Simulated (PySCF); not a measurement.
PySCF input (BP86/def2-SVP):

```python
from pyscf import gto, dft

mol = gto.M(
    atom='''
    Si    0.15049000    0.05647700    0.00054300
    O    -0.12839500    1.58068100   -0.01961900
    O     1.40525300   -0.83930400    0.02113900
    O    -1.29020100   -0.81922500   -0.00071100
    H    -2.00010700   -0.16789500   -0.01406400
    ''',
    basis='def2-svp',
    charge=-1,
    spin=0,
    verbose=4,
)

mf = dft.RKS(mol, xc='bp86')
mf.grids.level = 3
mf.conv_tol = 1e-9
mf.max_cycle = 100
mf.max_memory = 1500
mf.kernel()
if not mf.converged:
    mf = mf.newton()
    mf.kernel(mf.make_rdm1())
mf.dip_moment()
```

Output:

```
PySCF version 2.14.0

[INPUT] verbose = 4
[INPUT] num. atoms = 5
[INPUT] num. electrons = 40
[INPUT] charge = -1
[INPUT] spin (= nelec alpha-beta = 2S) = 0
[INPUT] symmetry False subgroup None
[INPUT] Mole.unit = angstrom
[INPUT] Symbol           X                Y                Z      unit          X                Y                Z       unit  Magmom
[INPUT]  1 Si     0.150490000000   0.056477000000   0.000543000000 AA    0.284384884486   0.106726062337   0.001026121286 Bohr   0.0
[INPUT]  2 O     -0.128395000000   1.580681000000  -0.019619000000 AA   -0.242631385764   2.987054180304  -0.037074536838 Bohr   0.0
[INPUT]  3 O      1.405253000000  -0.839304000000   0.021139000000 AA    2.655543305723  -1.586054695252   0.039946920547 Bohr   0.0
[INPUT]  4 O     -1.290201000000  -0.819225000000  -0.000711000000 AA   -2.438126535640  -1.548110884397  -0.001343595275 Bohr   0.0
[INPUT]  5 H     -2.000107000000  -0.167895000000  -0.014064000000 AA   -3.779654449825  -0.317275567684  -0.026577108216 Bohr   0.0

nuclear repulsion = 159.617067315876
number of shells = 29
number of NR pGTOs = 115
number of NR cGTOs = 65
basis = def2-svp
ecp = {}

******** <class 'pyscf.dft.rks.RKS'> ********
method = RKS
initial guess = minao
damping factor = 0
level_shift factor = 0
DIIS = <class 'pyscf.scf.diis.CDIIS'>
diis_start_cycle = 1
diis_space = 8
diis_damp = 0
SCF conv_tol = 1e-09
SCF conv_tol_grad = None
SCF max_cycles = 100
direct_scf = True
direct_scf_tol = 1e-13
XC library pyscf.dft.libxc version 7.1.2
    S. Lehtola, C. Steigemann, M. J. T. Oliveira, and M. A. L. Marques,  SoftwareX 7, 1–5 (2018)
XC functionals = bp86
    A. D. Becke,  Phys. Rev. A 38, 3098 (1988)
    J. P. Perdew,  Phys. Rev. B 33, 8822 (1986)
    J. P. Perdew,  Phys. Rev. B 34, 7406–7406 (1986)
radial grids:
    Treutler-Ahlrichs [JCP 102, 346 (1995); DOI:10.1063/1.469408] (M4) radial grids

becke partition: Becke, JCP 88, 2547 (1988); DOI:10.1063/1.454033
pruning grids: <function nwchem_prune>
grids dens level: 3
symmetrized grids: False
atomic radii adjust function: <function treutler_atomic_radii_adjust>
small_rho_cutoff = 0
Set gradient conv threshold to 3.16228e-05
Initial guess from minao.
tot grids = 71240
init E= -515.907307375623
  HOMO = -0.414116029356019  LUMO = -0.106656831088048  gap/eV = 8.36639
cycle= 1 E= -515.143751521619  delta_E= 0.764  |g|=  1.6  |ddm|= 2.72
  HOMO = 0.24231937163787  LUMO = 0.254755948472641  gap/eV = 0.33842
cycle= 2 E= -511.993543023138  delta_E= 3.15  |g|= 3.64  |ddm|= 6.59
  HOMO = 0.0308130019982991  LUMO = 0.186189790413163  gap/eV = 4.22802
cycle= 3 E= -515.451360768143  delta_E= -3.46  |g|= 0.957  |ddm|= 6.28
  HOMO = -0.00288401714952524  LUMO = 0.175974423223938  gap/eV = 4.86699
cycle= 4 E= -515.638652531149  delta_E= -0.187  |g|= 0.295  |ddm|= 0.879
  HOMO = 0.0129580445285913  LUMO = 0.169816358483243  gap/eV = 4.26833
cycle= 5 E= -515.654742057111  delta_E= -0.0161  |g|= 0.0646  |ddm|= 0.257
  HOMO = 0.0163135108043253  LUMO = 0.174946552666547  gap/eV = 4.31662
cycle= 6 E= -515.654366440677  delta_E= 0.000376  |g|= 0.0835  |ddm|= 0.116
  HOMO = 0.014837217882854  LUMO = 0.175407581887235  gap/eV = 4.36934
cycle= 7 E= -515.655824988137  delta_E= -0.00146  |g|= 0.0109  |ddm|= 0.0683
  HOMO = 0.0134133663594582  LUMO = 0.174632490322999  gap/eV = 4.38700
cycle= 8 E= -515.6558497909  delta_E= -2.48e-05  |g|= 0.00166  |ddm|= 0.0124
  HOMO = 0.0135609276040745  LUMO = 0.174685476125452  gap/eV = 4.38442
cycle= 9 E= -515.655850520497  delta_E= -7.3e-07  |g|= 0.000345  |ddm|= 0.00239
  HOMO = 0.0135539212942133  LUMO = 0.174667851516566  gap/eV = 4.38413
cycle= 10 E= -515.65585053502  delta_E= -1.45e-08  |g|= 0.000117  |ddm|= 0.000442
  HOMO = 0.0135435629979028  LUMO = 0.174669468024902  gap/eV = 4.38446
cycle= 11 E= -515.655850538725  delta_E= -3.71e-09  |g|= 8.54e-06  |ddm|= 0.000139
  HOMO = 0.0135435867975553  LUMO = 0.174669611199719  gap/eV = 4.38446
cycle= 12 E= -515.655850538737  delta_E= -1.23e-11  |g|= 1.52e-06  |ddm|= 8.45e-06
  HOMO = 0.0135439097625256  LUMO = 0.17466970155477  gap/eV = 4.38446
Extra cycle  E= -515.655850538737  delta_E= 1.14e-13  |g|= 2.93e-06  |ddm|= 3.32e-06
converged SCF energy = -515.655850538737

WARN: System has nonzero charge -1; the dipole moment is origin-dependent.
Location of origin: [0. 0. 0.]

Dipole moment(X, Y, Z, Debye): -3.08240, -0.39326, -0.02009
```

The dipole moment of an ion depends on the origin.

The geometry given is a B3LYP-D3(BJ)/def2-TZVP minimum.
